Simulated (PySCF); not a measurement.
Al(H)(Br)(NH2) (AlBrH3N), SMILES [NH2][AlH][Br].

Geometry optimised at B3LYP-D3(BJ)/def2-TZVP. One conformer was computed; it need not be the lowest.

The numbers are results of M06-2X/def2-TZVPD run with PySCF, not measurements.

Gas-phase values at a fixed geometry.

Q: Estimate the frontier levels, gap, dipole moment and polarisability. (The exact figures need the calculation; the answer reports its results.)

A: 
```json
{
  "highest_occupied_level": "-9.21 eV",
  "lowest_empty_level": "-0.16 eV",
  "orbital_gap": "9.05 eV",
  "dipole_moment": "2.17 D",
  "quadrupole, principal values (traceless, Buckingham form, about the centre of nuclear charge)": "-2.49, -1.21, 3.70 D·Å",
  "mean_static_polarisability": "56.8 bohr³ (8.42 Å³)",
  "polarisability_principal_values": "48.0, 55.5, 66.9 bohr³"
}
```
